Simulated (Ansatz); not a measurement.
A nudged elastic band was laid between two geometries of CH6B2ClNSi (12 atoms, charge 0, multiplicity 1).

Theory: Ansatz 0.2.0, RKS r2SCAN-D4/6-31G.

- movable images: 5
- climbing image: yes
- spring: 5.0 eV/Å²
- optimiser: quadratic models (default)
- start path: IDPP
- force threshold: 0.03 eV/Å
- iteration limit: 28
- end points: relaxed

Initial state:

```xyz
12
Properties=species:S:1:pos:R:3
B -2.267 -0.242 0.323
B -0.613 -0.156 0.219
C 0.191 0.662 -0.953
Si 1.743 0.179 0.059
Cl 3.194 -1.164 -0.894
N 0.472 -0.665 1.012
H -2.920 0.611 0.863
H -2.897 -1.106 -0.227
H 0.142 0.188 -1.940
H -0.024 1.730 -1.065
H 2.597 1.163 0.807
H 0.459 -1.255 1.830
```

Final state:

```xyz
12
Properties=species:S:1:pos:R:3
B -2.267 -0.236 0.328
B -0.614 -0.155 0.215
C 0.192 0.662 -0.955
Si 1.742 0.175 0.056
Cl 3.196 -1.164 -0.897
N 0.470 -0.670 1.005
H -2.906 -1.097 -0.218
H -2.912 0.615 0.881
H 0.143 0.188 -1.943
H -0.021 1.730 -1.068
H 2.594 1.159 0.808
H 0.459 -1.263 1.822
```

Task: Which bonds break or form, and what moves?

Result: No bond is made or broken. The dihedral H8–B1–B2–N6 goes from -92 to 93°. The two ends are copies of one structure, up to a mirror image or an exchange of like atoms.

Task: Give the energies along the band, and the barrier.

Result: The run converged. The highest image is number 3 of 0 to 6, 5.6 kcal/mol above the ends, which have the same energy within 2 meV. A vibrational analysis at the climbing image gives one clearly imaginary mode, 240i cm⁻¹: a first-order saddle point. Limits of this set-up: no polarisation functions.

| image | path coordinate (Å) | energy (kcal/mol) | dihedral H8–B1–B2–N6 (°) |
| --- | --- | --- | --- |
| 0 | 0.00 | 0.0 | -92 |
| 1 | 0.73 | 1.5 | -61 |
| 2 | 1.47 | 4.2 | -30 |
| 3 | 2.20 | 5.6 | 2 |
| 4 | 2.92 | 4.3 | 33 |
| 5 | 3.64 | 1.5 | 63 |
| 6 | 4.37 | 0.0 | 93 |

Task: What is the geometry of the highest image?

Result: 
```xyz
12
Properties=species:S:1:pos:R:3
B -2.301 -0.300 0.340
B -0.619 -0.093 0.106
C 0.256 0.982 -0.749
Si 1.760 0.110 0.043
Cl 3.127 -0.991 -1.272
N 0.409 -0.901 0.698
H -3.123 0.384 -0.207
H -2.726 -1.155 1.072
H 0.191 0.847 -1.836
H 0.114 2.045 -0.527
H 2.657 0.733 1.075
H 0.331 -1.715 1.292
```

Task: What are the harmonic wavenumbers there?

Result: 240i, 66, 148, 217, 233, 352, 405, 513, 612, 663, 707, 723, 752, 794, 846, 866, 932, 1010, 1030, 1101, 1177, 1230, 1338, 1455, 2172, 2570, 2650, 3090, 3154, 3645 cm⁻¹.

Time of the run: 10 min on 1 thread of Intel(R) Xeon(R) Processor @ 2.50GHz (Skylake/Cascade Lake) (shared host), peak memory 0.17 GiB.
